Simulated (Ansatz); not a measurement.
Computed with Ansatz on PBE0-D4/def2-TZVP structures; ΔE is electronic, products minus reactants. CCSD(T)/CBS adds triple-zeta CCSD(T) − MP2 to the extrapolated MP2 energy (def2 sets, frozen cores). Functionals use def2-TZVPP. Elements past krypton have def2 core potentials. For Ta outer-core shells are correlated without core-valence functions, which leaves a few kJ/mol of doubt a bond. Each species was taken in one conformer, which may not be the lowest.

Reaction (formal exchange of groups at a Ta–N bond): `[NH]=[Ta]([NH2])([Cl])[Cl]` + `ClC1=NCC1` → `[NH]=[Ta]([Cl])([Cl])[Cl]` + `NC1=NCC1`

`[NH]=[Ta]([NH2])([Cl])[Cl]`:

```xyz
8

N     1.162    1.072    0.628
Ta    0.348   -0.433    0.245
N    -1.223    0.157   -0.758
Cl    1.690   -1.772   -1.084
Cl   -0.302   -1.525    2.180
H     1.703    1.877    0.897
H    -1.467    1.109   -0.979
H    -1.911   -0.486   -1.129
```

`ClC1=NCC1`:

```xyz
9

Cl   -2.182    1.597   -0.417
C    -0.915    0.456   -0.293
N    -0.836   -0.676   -0.867
C     0.484   -0.887   -0.200
C     0.358    0.493    0.483
H     1.296   -0.985   -0.922
H     0.471   -1.749    0.468
H     1.074    1.257    0.179
H     0.250    0.494    1.568
```

`[NH]=[Ta]([Cl])([Cl])[Cl]`:

```xyz
6

N     0.586   -0.589   -1.056
Ta   -0.176    0.176    0.316
Cl   -1.589    1.791   -0.484
Cl   -1.326   -1.439    1.463
Cl    1.480    1.090    1.608
H     1.025   -1.030   -1.847
```

`NC1=NCC1`:

Cartesian coordinates in Å:
```
N -1.855 0.169 0.455
C -0.515 -0.009 0.327
N 0.332 -0.416 1.207
C 1.409 -0.377 0.187
C 0.383 0.117 -0.861
H -2.212 0.179 1.397
H -2.306 0.797 -0.187
H 2.209 0.327 0.431
H 1.845 -1.358 -0.018
H 0.534 1.129 -1.245
H 0.174 -0.560 -1.692
```

```
             level  ΔE (kJ/mol)
           PBE0-D4        -93.8
           ωB97M-V        -89.2
               PBE        -87.4
     HF/def2-TZVPP       -104.8
   CCSD/def2-TZVPP        -85.8
CCSD(T)/def2-TZVPP        -83.7
     HF/def2-QZVPP       -105.3
    MP2/def2-QZVPP        -89.9
```

Q: What does CCSD(T)/CBS give? (Estimate.)

A: Ansatz gave: -84.3 kJ/mol. The listed levels differ from it by -9.5, -4.9, -3.1, -20.5, -1.5, 0.6, -21.0, -5.6 kJ/mol.

Largest T1 diagnostic among the species: 0.018.

In def2-TZVPP, CCSD(T) changes the Hartree–Fock value by +21.1 kJ/mol (the triples alone add +2.1 kJ/mol) and MP2 by +15.5 kJ/mol. From PBE to PBE0 (25 % exact exchange), in def2-TZVPP and without D4, ΔE moves by −6.6 kJ/mol.
